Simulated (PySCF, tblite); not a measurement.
Species: C4H15NOSi3.
SMILES with atom numbers: `[CH3:1][C:2]([CH3:3])([CH:4]=[O:5])[SiH2:6][SiH2:7][NH:8][SiH3:9]` (hydrogens: H10, H11, H12 on C1; H13, H14, H15 on C3; H16 on C4; H17, H18 on Si6; H19, H20 on Si7; H21 on N8; H22, H23, H24 on Si9)

Cartesian coordinates in Å at the GFN2-xTB level; atoms count from 1:
```
atom  x, y, z in Å
C1    -3.0361    0.6575   -0.5831
C2    -1.6865    0.0526   -0.2193
C3    -1.8023   -0.8959    0.9698
C4    -1.0359   -0.5889   -1.3694
O5    -0.1870   -1.4525   -1.3150
Si6   -0.4064    1.4642    0.2393
Si7    1.5880    0.6434    1.0713
N8     2.3123   -0.3732   -0.1192
Si9    3.9602   -0.8782   -0.3086
H10   -3.4359    1.2196    0.2575
H11   -2.9468    1.3331   -1.4312
H12   -3.7515   -0.1240   -0.8401
H13   -2.5773   -1.6394    0.7822
H14   -2.0617   -0.3552    1.8779
H15   -0.8635   -1.4226    1.1266
H16   -1.3269   -0.1643   -2.3515
H17   -0.3594    2.3246   -0.9549
H18   -1.1811    2.2463    1.2183
H19    2.5344    1.7370    1.3208
H20    1.4110   -0.0551    2.3616
H21    1.6551   -0.9531   -0.6245
H22    4.3115   -1.9673    0.6111
H23    4.7788    0.2969   -0.0150
H24    4.0955   -1.3144   -1.6972
```

Computed with PBE0/pcSseg-1 in PySCF (dipole) on a GFN2-xTB geometry, gas phase.

Take the most abundant isotopes and a rigid rotor. The values belong to one conformer with, in the numbering `[CH3:1][C:2]([CH3:3])([CH:4]=[O:5])[SiH2:6][SiH2:7][NH:8][SiH3:9]`, C1–C2–C4–O5 -157°, C1–C2–Si6–Si7 172°, C2–Si6–Si7–N8 60°, Si6–Si7–N8–Si9 159°.

(1) What are A, B and C (cm⁻¹)?

(2) Classify the top.

(3) Is it planar, by Δ = Ic − Ia − Ib?

(4) Give the other two planar moments, Paa and Pbb, and the rms extents of the mass along the axes.

(5) List the rotational levels J(Ka,Kc) to J = 5 (MHz).

(6) Predict some low-J microwave lines.

(7) Estimate the classical rotational partition function at 10 K, 298.15 K and 500 K.

## Answers

(1) Ia = 289.20, Ib = 959.59, Ic = 1097.17 u·Å²; 505379 MHz·u·Å²/I gives 1748, 526.7 and 460.6 MHz, that is A = 0.05829, B = 0.01757, C = 0.01536 cm⁻¹.

(2) An asymmetric top; Ray's κ = -0.897.

(3) Not planar: Δ = Ic − Ia − Ib = -151.62 u·Å². For a rigid frame Δ = −2 Σ m c², so Σ m c² = 75.81 u·Å² lies off the ab plane: 26.92 from hydrogen and 48.88 from heavier atoms. The atom farthest from that plane is 2.04 Å away.

(4) Paa = Σ m a² = (Ib + Ic − Ia)/2 = 883.78 and Pbb = Σ m b² = (Ia + Ic − Ib)/2 = 213.39 u·Å². With the mass M = 177.05 u, the rms extents √(P/M) along a, b and c are 2.23, 1.10, 0.65 Å.

(5) Above 0(0,0):
J = 1: 1(0,1) 987, 1(1,1) 2208, 1(1,0) 2274
J = 2: 2(0,2) 2959, 2(1,2) 4117, 2(1,1) 4315, 2(2,1) 7977, 2(2,0) 7980
J = 3: 3(0,3) 5911, 3(1,3) 6978, 3(1,2) 7374, 3(2,2) 10939, 3(2,1) 10952, 3(3,1) 17210, 3(3,0) 17210
J = 4: 4(0,4) 9834, 4(1,4) 10790, 4(1,3) 11450, 4(2,3) 14886, 4(2,2) 14925, 4(3,2) 21164, 4(3,1) 21165, 4(4,1) 29937, 4(4,0) 29937
J = 5: 5(0,5) 14719, 5(1,5) 15550, 5(1,4) 16539, 5(2,4) 19817, 5(2,3) 19907, 5(3,3) 26109, 5(3,2) 26111, 5(4,2) 34879, 5(4,1) 34879, 5(5,1) 46158, 5(5,0) 46158

(6) The dipole components are |μa| = 2.47 D, |μb| = 0.80 D, |μc| = 0.26 D. The squared components, which scale the intensities, stand as 1.00 : 0.11 : 0.01 (a : b : c). Some lines, for components of 0.1 D or more:

| type | branch | J(Ka,Kc) | MHz | lower level (cm⁻¹) |
| --- | --- | --- | --- | --- |
| b | R | 2(0,2) ← 1(1,1) | 751 | 0.074 |
| b | Q | 1(1,0) ← 1(0,1) | 1287 | 0.033 |
| b | Q | 2(1,1) ← 2(0,2) | 1356 | 0.099 |
| a | R | 2(1,2) ← 1(1,1) | 1909 | 0.074 |
| a | R | 2(0,2) ← 1(0,1) | 1972 | 0.033 |
| a | R | 2(1,1) ← 1(1,0) | 2041 | 0.076 |
| b | R | 1(1,1) ← 0(0,0) | 2208 | 0.000 |
| c | R | 1(1,0) ← 0(0,0) | 2274 | 0.000 |
| b | R | 2(1,2) ← 1(0,1) | 3129 | 0.033 |
| c | R | 2(1,1) ← 1(0,1) | 3327 | 0.033 |
| b | Q | 2(2,1) ← 2(1,2) | 3861 | 0.137 |
| b | R | 2(2,1) ← 1(1,0) | 5703 | 0.076 |

(7) Point group C1, symmetry number σ = 1; q = (√π/σ)·√((kT/h)³/(ABC)), k/h = 20836.6 MHz/K: 8190 at 10 K, 1330000 at 298.15 K, 2890000 at 500 K.

Its GFN2-xTB frequencies are all real (lowest 17 cm⁻¹). These are rigid-rotor constants of the computed structure; measured ground-state constants (B0) also hold zero-point vibration. A rigid rotor knows nothing of inversion at nitrogen or internal rotation, which can split or shift real lines. Quadrupole hyperfine structure (14N) is left out.
